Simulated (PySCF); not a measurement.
Computed properties of Si(H)2(F)(OMe) (CH₅FOSi), SMILES CO[SiH2]F

Si(H)2(F)(OMe) (CH5FOSi), SMILES O([SiH2]F)C. Geometry: B3LYP-D3(BJ)/def2-SVP. One conformer was computed; it need not be the lowest. All values are computed for the isolated molecule unless a solvent is named; none is compared with measurement here.

**Structure.** All 21 harmonic modes at B3LYP-D3(BJ)/def2-SVP (PySCF) are real, so it is a minimum. With heavy atoms numbered as in [SiH2:1]([F:2])[O:3][CH3:4], the shortest bond between them is O3–C4 at 1.413 Å and the longest Si1–O3 at 1.647 Å.

**Vibrations.** The strongest infrared lines (harmonic, unscaled, degenerate partners summed) lie at 983 cm⁻¹ (285 km/mol, H 65 %, Si 26 %), 958 cm⁻¹ (197 km/mol, H 89 %, Si 10 %), 1155 cm⁻¹ (168 km/mol, O 36 %, H 32 %, C 30 %). The softest mode is at 78 cm⁻¹ and the zero-point energy is 39.3 kcal/mol.

**Electronic structure.** B3LYP/def2-TZVP (PySCF) places the frontier levels at -8.49 and 0.42 eV, a gap of 8.91 eV, and gives a dipole moment of 1.61 D and a mean polarisability of 40.3 bohr³.

**Excitations.** TDA-B3LYP/def2-SVPD (PySCF) has S1 at 7.66 eV (162 nm, f = 0.002, weak); the most intense of the 10 singlets computed lies at 8.30 eV (f = 0.03). T1 (TDA) is at 7.38 eV, 0.28 eV under S1. No vertical singlet excitation falls in the visible range (under 3.1 eV).

**NMR.** GIAO shifts at B3LYP/pcSseg-1 (PySCF) (non-relativistic, atoms alike by connectivity averaged): ¹³C at 57.8 ppm against TMS; ¹H from 4.1 to 5.0 ppm against TMS; ²⁹Si at -25.5 ppm against TMS; ¹⁹F at -173.3 ppm against CFCl3.
